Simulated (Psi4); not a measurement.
fluorine atom (F), doublet. Base run: B3LYP/def2-SVP (Psi4 1.11).

The Psi4 input:
```
memory 2 GB

molecule {
0 2
  F     0.00000000    0.00000000    0.00000000
}

set basis def2-svp
set reference uks

energy('b3lyp')
print_variables()
```

Variants of this job, named by their change:

| change | ΔE vs base (µEh) | SCF cycles | grid points | basis functions |
|---|---|---|---|---|
| base | 0.0 | 8 | 20838 | 14 |
| guess = huckel | 0.0 | 6 | 20838 | 14 |
| d_convergence = 1e-10 | 0.0 | 11 | 20838 | 14 |
| e_convergence = 1e-8 | 0.0 | 8 | 20838 | 14 |
| dft_radial_points = 99 | 0.0 | 8 | 27778 | 14 |
| scf_type = pk | 3.3 | 8 | 20838 | 14 |
| scf_type = cd | -55.8 | 8 | 20838 | 14 |
| e_convergence = 1e-10 | 0.0 | 9 | 20838 | 14 |
| e_convergence = 1e-4 | 0.0 | 8 | 20838 | 14 |
| scf_type = direct | 3.3 | 10 | 20838 | 14 |
| dft_radial_points = 150 | 0.0 | 8 | 41646 | 14 |
| ints_tolerance = 1e-8 | 0.0 | 8 | 20838 | 14 |
| dft_spherical_points = 110 | -0.7 | 8 | 7590 | 14 |

Open shells are given as the SCF converged; they aren't shown to be the lowest states, and a large step between rows can be another state.
